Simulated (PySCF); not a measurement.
# What a mistake does to a calculation on BClGeH4N cation

These are calculations, not measurements. The program is PySCF 2.14.0, an open-source quantum chemistry code, run on an isolated molecule that a program drew, which may never have been made. The molecule is BClGeH4N cation (charge +1, singlet), drawn as the SMILES string `[NH2][GeH2][B+]Cl`.

Each row is a Hartree-Fock (HF) and frozen-core CCSD(T) single point in the cc-pV(D+d)Z basis, meant for a local HF minimum. Run 1 is clean. Each other run has one planted mistake out of seven kinds, and not every kind appears here: one electron removed, one electron added, multiplicity raised by two, geometry at a saddle point, minimal basis STO-3G, one bond length entered in bohr, all coordinates scaled. The reference is restricted for singlets and unrestricted otherwise, and also for a bond in bohr. Adding or removing an electron swaps singlet and doublet. Electrons count all cores. HOMO and LUMO are orbital energies over both spins, the gradient is its largest component, and the lowest frequency (negative if imaginary) is given only where the gradient is small. Bond lengths are over the 7 bonds as drawn. T1 is the CCSD diagnostic: over 0.02 (restricted) or 0.045 (unrestricted) a single reference is doubtful. Germanium has the cc-pVDZ-PP basis, with a core potential (ECP10MDF) in place of its 10 inner electrons, and its 3s, 3p and 3d shells are frozen in CCSD(T).

Geometry of the clean run:
```xyz
8
BClGeH4N cation, angstrom
N     1.1232   -1.6657    1.3117
Ge    1.1172    0.0342    1.9021
B     0.6911   -0.2986    4.0226
Cl    0.3713   -0.6525    5.5796
H     0.3819   -1.9450    0.6931
H     2.0002   -2.0470    1.0025
H    -0.0644    0.8743    1.4647
H     2.4691    0.7152    1.9487
```

| run | electrons | basis functions | <S^2> | HOMO (eV) | LUMO (eV) | gradient (hartree/bohr) | lowest frequency (cm^-1) | mean bond (Å) | longest bond (Å) | T1 | HF (hartree) | CCSD(T) (hartree) | mistake |
|---|---|---|---|---|---|---|---|---|---|---|---|---|---|
| 1 | 64 | 94 | 0.000 | -15.58 | -4.08 | 2.3e-05 | 88 | 1.5222 | 2.188 | 0.0167 | -834.09660 | -834.62285 | no fault |
| 2 | 64 | 94 | 2.049 | -11.40 | -6.10 | 1.0e-01 | - | 1.5222 | 2.188 | 0.0414 | -833.98761 | -834.49148 | multiplicity raised by two |
| 3 | 64 | 94 | 0.000 | -15.35 | -4.27 | 6.0e-02 | - | 1.6287 | 2.342 | 0.0197 | -834.06342 | -834.60015 | all coordinates scaled |
| 4 | 64 | 94 | 0.898 | -14.43 | -4.69 | 8.5e-03 | - | 1.7146 | 2.862 | 0.0331 | -833.99453 | -834.50658 | ? |
| 5 | 65 | 94 | 0.775 | -6.38 | 2.31 | 8.7e-02 | - | 1.5222 | 2.188 | 0.0147 | -834.28759 | -834.81725 | ? |

**Which mistake was planted in run 4, and what did it cost?**

The mean bond changes by a factor of 1.126 and the longest by 1.308, so the molecule wasn't scaled as a whole. A length L in bohr read as angstrom grows by (1/0.5292 - 1) L = 0.890 L. The 7 bonds together grew by 7 x 0.1924 = 1.347 Å, which gives L = 1.514 Å. That is the length of one of the Ge-H bonds, 1.514 Å in the clean geometry. So the mistake is: one bond length entered in bohr. Subtracting run 1 and multiplying by 627.51 kcal/mol a hartree, the energy moved by 64.0 kcal/mol in HF and 73.0 kcal/mol in CCSD(T).

**Which mistake was planted in run 5, and what did it cost?**

It counts 65 electrons, one more than the clean run, at the same geometry and basis. So the mistake is: one electron added. Subtracting run 1 and multiplying by 627.51 kcal/mol a hartree, the energy moved by -119.8 kcal/mol in HF and -122.0 kcal/mol in CCSD(T).

